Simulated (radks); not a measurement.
Q: S5+, configuration [Ne] 3s1. Calculated with a radial shooting solver on a logarithmic mesh with Libxc functionals: scalar-relativistic Kohn-Sham, PBE, spin-unpolarised, spherical densities, finite nucleus; Fermi nuclear charge, rms radius 3.2611 fm. Some entries of the table are withheld. Estimate them.

orbital,occ.,eigenvalue (eV),<r> (bohr)
1s,2,(1),0.09685
2s,2,-291.3848,(2)
2p,6,(3),0.4378
3s,1,(4),1.413

A: 
(1) 1s eigenvalue (eV): -2489.647
(2) 2s <r> (bohr): 0.4759
(3) 2p eigenvalue (eV): -236.5542
(4) 3s eigenvalue (eV): -80.6140
